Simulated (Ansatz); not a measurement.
A run for Ansatz (a first-principles code): R-CCSD(T)/aug-cc-pV(D+d)Z on C3H7Cl (a complex), monomers drawn apart or pushed together. Files ending in .json are basis or fitting sets from the Basis Set Exchange.

Ansatz 0.2 input:
```yaml
crystal:
  periodic: [false, false, false]
  atoms:
    - {symbol: Cl, position_ang: [0.24084967, 0.21108879, 0.53839579]}
    - {symbol: H, position_ang: [0.54917045, 0.09146556, 1.79286712]}
    - {symbol: C, position_ang: [1.05854488, -0.56141985, 4.87657347]}
    - {symbol: C, position_ang: [0.14967142, 0.39813495, 5.03043646]}
    - {symbol: C, position_ang: [-1.32990775, 0.19135917, 5.03237375]}
    - {symbol: H, position_ang: [0.77007447, -1.59924595, 4.75110094]}
    - {symbol: H, position_ang: [2.11905340, -0.34500390, 4.88618221]}
    - {symbol: H, position_ang: [0.48987817, 1.42255277, 5.15822073]}
    - {symbol: H, position_ang: [-1.80195965, 0.76518907, 4.23014256]}
    - {symbol: H, position_ang: [-1.58845780, -0.85961334, 4.90014742]}
    - {symbol: H, position_ang: [-1.76779485, 0.54127389, 5.97107955]}
basis:
  gaussian:
    orbitals: aug-cc-pV_D+d_Z.json
magnetization: {spin_polarized: false}
correlation: {method: ccsd_t, electrons: outside_noble_gas}
scf: {lower_state_search: off}
```

Program output:

```
WARN ansatz: RAYON_NUM_THREADS=2 ignored (pool sized by the plan → 2); use --threads N
Functional definition: HF
these checks for a lower state are left out or cut short: stability, starts, cluster_reference, orbital_swaps, neighbouring_geometries, increment
integrals: 0.55 GiB planned
1605 factors; integrals over basis functions are off by at most 7.9e-4 eV
mean field: 0.69 GiB planned
mean field evaluation 1: about -15702.6926 eV, gradient 3.3e1 eV
mean field evaluation 2: about -15702.6933 eV, gradient 3.3e1 eV
mean field evaluation 4: about -15705.9233 eV, gradient 3.0e0 eV
mean field evaluation 8: about -15705.9619 eV, gradient 2.0e-4 eV
mean field -15705.96187844 eV, -577.1834531494 hartree, gradient 2.5e-6 eV, S^2 0.000000; 0 other end points of the search recorded, 0 dependent functions left out
8 core orbitals not correlated
reference -15705.96187844 eV, -577.1834531494 hartree; 13, 13 occupied and 143, 143 virtual orbitals, 1605 factors
second order -16.25021287 eV of doubles, -0.00000000 eV of singles
coupled cluster: 1.65 GiB planned
cycle   1  -17.32638842 eV  change    -1.1e0 eV  update   8.2e-2
cycle   2  -17.78192029 eV  change   -4.6e-1 eV  update   2.7e-2
cycle   3  -17.84392625 eV  change   -6.2e-2 eV  update   9.6e-3
cycle   4  -17.84440453 eV  change   -4.8e-4 eV  update   3.1e-3
cycle   5  -17.84464608 eV  change   -2.4e-4 eV  update   9.2e-4
cycle   6  -17.84461936 eV  change    2.7e-5 eV  update   3.0e-4
cycle   7  -17.84465418 eV  change   -3.5e-5 eV  update   8.0e-5
cycle   8  -17.84468597 eV  change   -3.2e-5 eV  update   3.2e-5
perturbative correction -0.58296014 eV, -0.0214233901 hartree
Total energy: -15724.38952456 eV, -577.8606566535 hartree
Checks for a lower state left out: stability, starts, cluster_reference, orbital_swaps, neighbouring_geometries, increment
```

The calculation finished and met its thresholds.

Cost: roughly 25 core-seconds.
